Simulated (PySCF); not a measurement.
SMILES CCSC(C)(C)C, C₆H₁₄S

Geometry:
| atom | x (Å) | y (Å) | z (Å) |
| --- | --- | --- | --- |
| C1 | 3.171 | -0.326 | 0.500 |
| C2 | 1.769 | -0.541 | -0.043 |
| S3 | 0.663 | 0.711 | 0.665 |
| C4 | -0.978 | 0.317 | -0.084 |
| C5 | -1.913 | 1.369 | 0.510 |
| C6 | -0.925 | 0.456 | -1.602 |
| C7 | -1.434 | -1.081 | 0.322 |
| H8 | 3.189 | -0.414 | 1.597 |
| H9 | 3.863 | -1.075 | 0.087 |
| H10 | 3.549 | 0.673 | 0.236 |
| H11 | 1.769 | -0.460 | -1.141 |
| H12 | 1.408 | -1.549 | 0.220 |
| H13 | -1.585 | 2.385 | 0.243 |
| H14 | -1.947 | 1.295 | 1.607 |
| H15 | -2.934 | 1.224 | 0.122 |
| H16 | -0.262 | -0.294 | -2.058 |
| H17 | -1.930 | 0.309 | -2.031 |
| H18 | -0.566 | 1.455 | -1.892 |
| H19 | -2.453 | -1.271 | -0.055 |
| H20 | -0.781 | -1.861 | -0.096 |
| H21 | -1.442 | -1.188 | 1.416 |

Computed, not measured: TDDFT CAM-B3LYP/aug-cc-pVDZ excited states, vertical, gas phase (PySCF). Geometry: PBE0-D3(BJ)/def2-SVP.

Problem. How strongly do the lowest singlets absorb one photon, and two photons of half the energy?

Solution. δ for parallel linear polarisation; σ at the peak of a Lorentzian of half width 0.1 eV, single beam; Ω is circular over linear.
```csv
state,E (eV),f,photon λ (nm),δ (au),σ (GM),Ω,main
S1,5.41,0.002,458,10.2,0.11,1.50,"HOMO→LUMO 0.42, HOMO→LUMO+1 0.15"
S2,5.71,0.022,434,45.5,0.54,1.50,"HOMO→LUMO 0.40, HOMO→LUMO+13 0.20"
S3,6.16,0.012,402,50.1,0.70,1.50,HOMO→LUMO+2 0.65
S4,6.20,0.013,400,313,4.41,0.49,HOMO→LUMO+3 0.88
S5,6.29,0.000,394,54.2,0.79,1.50,"HOMO→LUMO+1 0.61, HOMO→LUMO+13 0.09"
S6,6.74,0.022,368,2.33,0.04,1.50,"HOMO→LUMO+5 0.47, HOMO→LUMO+4 0.11"
```
